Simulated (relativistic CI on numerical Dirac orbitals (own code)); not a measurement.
**Ho⁴⁺ (4f9) in a crystal field**

Calculated by Dirac-Coulomb-Breit CI, KLI orbitals optimised for each configuration, a model potential for QED, valence Slater integrals scaled by 0.7, one configuration in a parametric crystal field (own radial code).

Field parameters in Wybourne normalisation. The field is a parameter set, without covalency.

S and J are read from ⟨S²⟩ = S(S + 1) and ⟨J²⟩ = J(J + 1) of each level; they are not fictitious spins.

D3d, B20 = -2050, B40 = 1250, B43 = 2610, B60 = 260, B63 = -230, B66 = -710 cm⁻¹, the lowest 10 levels:

```tsv
E (cm⁻¹)	Degeneracy	Irrep	S	J
0.0	2	Γ4	2.41	7.49
74.3	2	Γ5+Γ6	2.41	7.49
203	2	Γ4	2.41	7.49
484	2	Γ4	2.40	7.48
724	2	Γ5+Γ6	2.40	7.48
1040	2	Γ4	2.40	7.49
1196	2	Γ4	2.40	7.49
1246	2	Γ5+Γ6	2.40	7.49
4532	2	Γ4	2.45	6.47
4598	2	Γ5+Γ6	2.45	6.47
```

Principal g values of the ground doublet: 1.34, 10.28, 10.28.

D3d, B20 = 620, B40 = 870, B43 = 2480, B60 = 780, B63 = 30, B66 = 670 cm⁻¹, the lowest 10 levels:

```tsv
E (cm⁻¹)	Degeneracy	Irrep	S	J
0.0	2	Γ5+Γ6	2.40	7.49
24.4	2	Γ4	2.40	7.49
116	2	Γ4	2.40	7.49
189	2	Γ5+Γ6	2.40	7.49
237	2	Γ4	2.41	7.49
706	2	Γ4	2.40	7.49
723	2	Γ5+Γ6	2.40	7.49
727	2	Γ4	2.40	7.49
4428	2	Γ4	2.45	6.48
4552	2	Γ4	2.45	6.47
```

Principal g values of the ground doublet: 0.00, 0.00, 17.21.

The next free-ion level lies 4353 cm⁻¹ above the lowest; the field splits the ground level into components whose J stays near 15/2 as long as their spread is small against that gap.

Levels of this model without a field, named by their leading LS term (the scale mimics covalency, so terms lie below those of the real free ion): ⁶H°15/2 0, ⁶H°13/2 4353, ⁶H°11/2 6838, ⁶F°11/2 8692, ⁶H°9/2 8836, ⁶F°9/2 9598, ⁶H°7/2 10650, ⁶H°5/2 11878 cm⁻¹.
